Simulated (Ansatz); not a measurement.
The Ansatz (an electronic-structure program) input:
Ansatz 0.2 input:
```yaml
crystal:
  periodic: [false, false, false]
  atoms:
    - {symbol: B, position_ang: [0.00000000, 0.00000000, 0.00000000]}
    - {symbol: I, position_ang: [2.07997803, -0.36410154, -0.62335308]}
    - {symbol: I, position_ang: [-0.77243186, -0.91717242, 1.84650789]}
    - {symbol: I, position_ang: [-1.30754617, 1.28127396, -1.22315481]}
basis:
  gaussian:
    orbitals: 3-21G.json
hamiltonian:
  xc: pbe
total_charge: -1
magnetization: {spin_polarized: true, initial_magnetization: 1}
```
The basis file holds 3-21G in the JSON format of the Basis Set Exchange.

Question: Predict the <S^2> from PBE/3-21G in Ansatz.

Answer: 0.756

Question: Estimate the number of basis functions that PBE/3-21G returns for this input.

Answer: 108

Question: Estimate the total energy that PBE/3-21G returns for this input.

Answer: -20694.630930 Ha

A gas-phase anion may not be bound at this level; its values then depend on the basis.
